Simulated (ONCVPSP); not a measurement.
# Transferability test, ONCV potential for iridium

| Item | Value |
| --- | --- |
| Element | iridium |
| Generator | ONCVPSP 4.0.1 |
| Type | optimised norm-conserving Vanderbilt (ONCV) |
| Functional | PBE |
| Relativity | scalar-relativistic |
| Frozen core | [Kr] 4d10 4f14 |
| Valence charge | 17 |
| Reference configuration | 5s2 5p6 5d7 6s2 |
| Partial waves | 5s+6s: rc 1.40 bohr, ncon 4, nbas 8, qcut 6.9 1/bohr, 2 projectors; 5p: rc 1.50 bohr, ncon 4, nbas 8, qcut 11.3 1/bohr, 2 projectors, debl 0.5 Ha; 5d: rc 1.75 bohr, ncon 4, nbas 9, qcut 9.8 1/bohr, 2 projectors, debl 3.2 Ha |
| Local potential | polynomial inside 0.90 bohr (lpopt 1, dvloc0 0 Ha) |
| Core correction | none |

In the p channel the program set the typed energies aside and used -2.010, 0.250 Ha.

Energies are relative to the spin-unpolarised reference configuration 5s2 5p6 5d7 6s2; without spin polarisation the order of configurations can differ from experiment.

(1) Give the all-electron excitation energy and the error of the potential for: 5s2 5p6 5d7 6s1; 5s2 5p6 5d7 6s0; 5s2 5p6 5d6 6s0; 5s2 5p6 5d8 6s1.

Levels in the configuration 5s2 5p6 5d6 6s0:

```
level  all-electron (eV)  pseudo (eV)
   5s           -129.564     -129.608
   5p            -86.050      -86.076
   5d            -36.885      -36.885
```

Note: no bound ghost flagged; GHOST(+) flagged for s at 90.0 eV.

## Answers

(1)

| valence configuration | charge | ΔE all-electron (eV) | error AE − PS (meV) |
| --- | --- | --- | --- |
| 5s2 5p6 5d7 6s1 | +1 | 9.880 | -3.4 |
| 5s2 5p6 5d7 6s0 | +2 | 27.349 | -8.2 |
| 5s2 5p6 5d6 6s0 | +3 | 57.890 | -11 |
| 5s2 5p6 5d8 6s1 | 0 | -0.334 | -6.0 |
